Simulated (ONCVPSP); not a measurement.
**beryllium (Be): ONCV pseudisation with LDA (Perdew-Wang 92), scalar-relativistic reference atom.**

The input file (ONCVPSP 4.0.1):

```
# ATOM AND REFERENCE CONFIGURATION
# atsym  z   nc   nv     iexc    psfile
  Be 4.00    0    2  -001012      upf
#
#   n    l    f
    1    0    2.00
    2    0    2.00
#
# PSEUDOPOTENTIAL AND OPTIMIZATION
# lmax
    1
#
#   l,   rc,      ep,       ncon, nbas, qcut
    0    0.75    0.00    4    7   20.80
    1    0.60    0.12    4    7   11.20
#
# LOCAL POTENTIAL
# lloc, lpopt,  rc(5),   dvloc0
    4    3    0.60    2.00
#
# VANDERBILT-KLEINMAN-BYLANDER PROJECTORs
# l, nproj, debl
    0    2    1.30
    1    2    0.90
#
# MODEL CORE CHARGE
# icmod, fcfact, rcfact
    0    0.00    0.00
#
# LOG DERIVATIVE ANALYSIS
# epsh1, epsh2, depsh
   -5.00    5.00    0.04
#
# OUTPUT GRID
# rlmax, drl
    6.00    0.01
#
# TEST CONFIGURATIONS
# ncnf
    4
# nvcnf
#   n    l    f
    2
    1    0    2.00
    2    0    1.00
#
    2
    1    0    2.00
    2    0    0.00
#
    2
    1    0    2.00
    2    0    1.50
#
    3
    1    0    2.00
    2    0    1.00
    2    1    1.00
#
```

Command:

```bash
oncvpsp.x < Be.dat > Be.out
```

Resulting log (shortened: citation, most of the input echo, consistency checks and plot data are left out):

```
ONCVPSP  (Optimized Norm-Conservinng Vanderbilt PSeudopotential)
scalar-relativistic version 4.0.1

#   n    l    f        energy (Ha)
    1    0    2.00    -3.8567191E+00
    2    0    2.00    -2.0580353E-01

Reference configufation results
  iterations    22
  all-electron total energy (Ha)   -1.44493013D+01

Begin loop to  construct optimized pseudo wave functions
and semi-local pseudopoentials for all angular momenta

Calculating optimized projector #   1

 for l=   0

    Fraction of norm inside rc  0.893205
    Optimizing pswf for qcut=  20.82 a_B^-1,  ecut= 216.69 Ha
    Residual kinetic energy error=  4.14D-09 Ha

    Energy error per electron        Cutoff
         Ha          eV             Ha
         0.01000     0.27211       92.14
         0.00100     0.02721      120.50
         0.00010     0.00272      144.92
         0.00001     0.00027      165.44

Calculating optimized projector #   2

 for l=   0

    Fraction of norm inside rc  0.020741
    Optimizing pswf for qcut=  20.82 a_B^-1,  ecut= 216.69 Ha
    Residual kinetic energy error=  7.99D-10 Ha

    Energy error per electron        Cutoff
         Ha          eV             Ha
         0.01000     0.27211       52.25
         0.00100     0.02721       87.62
         0.00010     0.00272      119.13
         0.00001     0.00027      146.26

   Wellstate for l =  1  n =  2
     eigenvalue =   0.1200
     asymptotic potential =   0.6200
     half-point radius =  2.8245

   Wellstate for l =  1  n =  3
     eigenvalue =   1.0200
     asymptotic potential =   1.5200
     half-point radius =  3.4130

Calculating optimized projector #   1

 for l=   1

    Fraction of norm inside rc  0.021317
    Optimizing pswf for qcut=  11.18 a_B^-1,  ecut=  62.52 Ha
    Residual kinetic energy error=  1.14D-04 Ha

    Energy error per electron        Cutoff
         Ha          eV             Ha
         0.01000     0.27211       13.78
         0.00100     0.02721       35.41
         0.00010     0.00272       64.57
         0.00001     0.00027      292.21

Calculating optimized projector #   2

 for l=   1

    Fraction of norm inside rc  0.023523
    Optimizing pswf for qcut=  11.18 a_B^-1,  ecut=  62.52 Ha
    Residual kinetic energy error=  1.32D-04 Ha

    Energy error per electron        Cutoff
         Ha          eV             Ha
         0.01000     0.27211       15.90
         0.00100     0.02721       38.65
         0.00010     0.00272       65.92
         0.00001     0.00027      168.51

Construct Vanderbilt / Kleinmman-Bylander projectors

B matrix Hermiticity error, ll=   0
   1   2    1.5401E-04

  Orthonormal projector coefficients -1.7295E+01 -4.3171E+00

B matrix Hermiticity error, ll=   1
   1   2    4.8844E-06

  Orthonormal projector coefficients -2.2477E+02 -3.9118E+00

Pseudoatom total energy  -14.333732

Diagnostic tests using Vanderbilt-Kleinman-Bylander pseudopotentials
  1 or more projectors used as specified by nproj input data

   l    rcore       rmatch      e in        delta e   norm test  slope test

   0   0.7525286   0.7753770  -3.8567191  -0.0000052   1.0001091   1.0001066
   0   0.7525286   0.7753770  -0.2058035   0.0000048   1.0000466   1.0000439

   1   0.6031116   0.6214234   0.1200000   0.0000285   1.0001082   1.0001082
   1   0.6031116   0.6214234   1.0200000   0.0000489   1.0001183   1.0001183

 Testing for bound ghosts
   n   l    E NL Schr. Eq   E Basis Diag.   E Cutoff

   1   0       -3.856724       -3.855954    332.95
   2   0       -0.205799        0.718309    332.95

   2   1       -0.077168        1.264239    603.08

 Testing for highly-localized positive-energy ghosts
       l    <radius>/rc     E Basis Diag.   E Cutoff

       1        0.356550      219.550698    603.08  WARNING - GHOST(+)

Test configuration 0

   n   l     f        eae           eps        diff
   1   0  2.0000   -3.85671908   -3.85672423   -5.16D-06
   2   0  2.0000   -0.20580353   -0.20579873    4.80D-06

    Total energies and differences
      AE_ref= -1.44493013D+01  AE_tst= -1.44493013D+01  dif=  0.00D+00
      PS_ref= -1.43337316D+01  PS_tst= -1.43337316D+01  dif= -1.07D-14
      PSP excitation error=  1.07D-14

Test configuration 1

   n   l     f        eae           eps        diff
   1   0  2.0000   -4.27849389   -4.27773958    7.54D-04
   2   0  1.0000   -0.50128149   -0.50124718    3.43D-05

    Total energies and differences
      AE_ref= -1.44493013D+01  AE_tst= -1.40997026D+01  dif=  3.50D-01
      PS_ref= -1.43337316D+01  PS_tst= -1.39841459D+01  dif=  3.50D-01
      PSP excitation error=  1.30D-05

Test configuration 2

   n   l     f        eae           eps        diff
   1   0  2.0000   -4.80695349   -4.80471014    2.24D-03

    Total energies and differences
      AE_ref= -1.44493013D+01  AE_tst= -1.34465622D+01  dif=  1.00D+00
      PS_ref= -1.43337316D+01  PS_tst= -1.33310786D+01  dif=  1.00D+00
      PSP excitation error=  8.61D-05

Test configuration 3

   n   l     f        eae           eps        diff
   1   0  2.0000   -4.05262691   -4.05233840    2.89D-04
   2   0  1.5000   -0.34761241   -0.34759885    1.36D-05

    Total energies and differences
      AE_ref= -1.44493013D+01  AE_tst= -1.43115522D+01  dif=  1.38D-01
      PS_ref= -1.43337316D+01  PS_tst= -1.41959855D+01  dif=  1.38D-01
      PSP excitation error=  3.07D-06

Test configuration 4

   n   l     f        eae           eps        diff
   1   0  2.0000   -3.90463869   -3.90339645    1.24D-03
   2   0  1.0000   -0.22548965   -0.22544995    3.97D-05
   2   1  1.0000   -0.09554447   -0.09555202   -7.55D-06

    Total energies and differences
      AE_ref= -1.44493013D+01  AE_tst= -1.43200155D+01  dif=  1.29D-01
      PS_ref= -1.43337316D+01  PS_tst= -1.42044667D+01  dif=  1.29D-01
      PSP excitation error=  2.09D-05
```

The run took about 2.9 s on one core of a shared server CPU.
